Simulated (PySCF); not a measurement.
HP, multiplicity 3. Atoms are numbered in the order given.

```xyz
2

P      0.0000     0.0000    -0.0900
H      0.0000     0.0000     1.3503
```
Charge 0, spin multiplicity 3.

The structure is a stationary point at PBE-D3(BJ)/def2-TZVPD.

These are M06-2X/def2-TZVPD (PySCF) values and carry that method's errors.

Mulliken values depend strongly on the basis, most of all with diffuse functions as here. ESP charges are fitted to the potential on shells at 1.4 to 2.0 van der Waals radii. Atomic charges (e):

| atom | Mulliken | ESP fit | Mulliken spin |
|---|---|---|---|
| P1 | -0.09 | -0.06 | 2.00 |
| H2 | 0.09 | 0.06 | 0.00 |
